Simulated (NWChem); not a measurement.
System: CH6FNSi; SMILES C[SiH](N)F

```xyz
10

Si     0.0802    -0.0601    -0.3243
C      0.0397     1.7394     0.1844
N     -1.4339    -0.7909     0.0420
F      1.3410    -0.7504     0.4390
H      0.3157    -0.2702    -1.7743
H     -0.7063     2.2900    -0.3991
H     -0.2169     1.8461     1.2455
H      1.0137     2.2175     0.0330
H     -1.8606    -0.6592     0.9517
H     -1.6595    -1.7055    -0.3311
```
Atoms are numbered in this order, from 1.

Program: NWChem. Pople sets run with spherical d functions. The geometry was optimised at B3LYP/6-31G* (spherical d). Level: B3LYP/6-31G* with SMD (1 M gas to 1 M solution), gas-phase geometry. Reactions with the solvent are ignored.

For solvent toluene:

- cavity-dispersion-structure term (kcal/mol) = 0.7
- dipole in solution (D) = 1.91

Q: What are these values for solvent water?

A: 
| Item | Result |
|---|---|
| cavity-dispersion-structure term (kcal/mol) | 4.1 |
| dipole in solution (D) | 2.09 |
